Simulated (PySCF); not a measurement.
**Thallium: a sound run and one with changed settings**

Sound run: Tl [Xe] 4f14 5d10 6s2 6p1, Tl⁺ [Xe] 4f14 5d10 6s2. Calculation: PySCF 2.14, in aug-cc-pVDZ-PP with ECP60MDF (5s4p3d, 32 functions); a scalar-relativistic core potential. In the sound run the correlated levels freeze 5s2 5p6 5d10 outside the core potential. The sound run starts from symmetry-adapted Hartree-Fock orbitals and uses a fine grid where one is needed.

Changed run: all electrons correlated in a basis built for the valence shell.

```tsv
species	method	sound run (hartree)	changed run (hartree)	converged
Tl	MP2	-171.53459	-171.57670	yes
Tl⁺	MP2	-171.34618	-171.38482	yes
```

Ionisation energy of Tl:

| method | sound run (eV) | changed run (eV) |
| --- | --- | --- |
| UHF | 4.999 | 4.999 |
| MP2 | 5.127 | 5.221 |
| SCS-MP2 | 5.105 | 5.154 |

A valence basis has no tight correlating functions, so it recovers only part of the core correlation, and not evenly between atom and ion.

For comparison, NIST gives 6.108 eV between the lowest levels.
